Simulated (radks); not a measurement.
The terbium ion Tb+, configuration [Xe] 4f9 6s1. All-electron calculation, Dirac Kohn-Sham, LDA (Slater exchange, Perdew-Wang correlation), spin-unpolarised, spherical densities, point nucleus; open shells fill j = l - 1/2 first. Program: a radial shooting solver on a logarithmic mesh with Libxc functionals.

Unscreened Slater integrals over Kohn-Sham orbitals (hartree). Large and small components are both included. Empty in this configuration: 5d3/2.

| integral | value |
|---|---|
| F0(6s1/2,6s1/2) | 0.24228 |
| F0(6s1/2,4f7/2) | 0.31431 |
| G3(6s1/2,4f7/2) | 0.013190 |
| F0(6s1/2,4f5/2) | 0.31475 |
| G3(6s1/2,4f5/2) | 0.012656 |
| F0(6s1/2,5p3/2) | 0.30011 |
| G1(6s1/2,5p3/2) | 0.025929 |
| F0(6s1/2,5d3/2) | 0.27112 |
| G2(6s1/2,5d3/2) | 0.094611 |
| F0(4f7/2,4f7/2) | 1.0428 |
| F2(4f7/2,4f7/2) | 0.47728 |
| F4(4f7/2,4f7/2) | 0.29612 |
| F6(4f7/2,4f7/2) | 0.21213 |
| F0(4f7/2,4f5/2) | 1.0527 |
| F2(4f7/2,4f5/2) | 0.48257 |
| F4(4f7/2,4f5/2) | 0.29953 |
| G2(4f7/2,4f5/2) | 0.48150 |
| G4(4f7/2,4f5/2) | 0.29890 |
| G6(4f7/2,4f5/2) | 0.21417 |
| F0(4f7/2,5p3/2) | 0.66878 |
| F2(4f7/2,5p3/2) | 0.23083 |
| G2(4f7/2,5p3/2) | 0.12935 |
| G4(4f7/2,5p3/2) | 0.097131 |
| F0(4f7/2,5d3/2) | 0.43672 |
| F2(4f7/2,5d3/2) | 0.10129 |
| G3(4f7/2,5d3/2) | 0.042180 |
| G5(4f7/2,5d3/2) | 0.030914 |
| F0(4f5/2,4f5/2) | 1.0628 |
| F2(4f5/2,4f5/2) | 0.48803 |
| F4(4f5/2,4f5/2) | 0.30307 |
| F0(4f5/2,5p3/2) | 0.67175 |
| F2(4f5/2,5p3/2) | 0.22925 |
| G2(4f5/2,5p3/2) | 0.12619 |
| G4(4f5/2,5p3/2) | 0.095173 |
| F0(4f5/2,5d3/2) | 0.43772 |
| F2(4f5/2,5d3/2) | 0.099593 |
| G1(4f5/2,5d3/2) | 0.055640 |
| G3(4f5/2,5d3/2) | 0.040560 |
| F0(5p3/2,5p3/2) | 0.56185 |
| F2(5p3/2,5p3/2) | 0.30053 |
| F0(5p3/2,5d3/2) | 0.40530 |
| F2(5p3/2,5d3/2) | 0.17979 |
| G1(5p3/2,5d3/2) | 0.20475 |
| G3(5p3/2,5d3/2) | 0.12403 |
| F0(5d3/2,5d3/2) | 0.33249 |
| F2(5d3/2,5d3/2) | 0.16510 |
